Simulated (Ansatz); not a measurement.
Harmonic frequencies (cm⁻¹) at PBE0-D4/def2-TZVP from Ansatz: 48, 73, 112, 147, 270, 332, 360, 430, 532, 552, 608, 688, 706, 710, 764, 866, 896, 917, 957, 1565, 1951, 2171, 2209, 2214, 2604, 3615, 3721.

Each molecule was computed in one conformer, which needn't be the lowest.

Question: Which molecule is it?
A. `C[N]([GeH3])[InH2]`
B. `[NH2][GaH][BH][SiH3]`
C. `COC#C[SiH3]`
D. `BO[SiH2]C#C`

Answer: B.
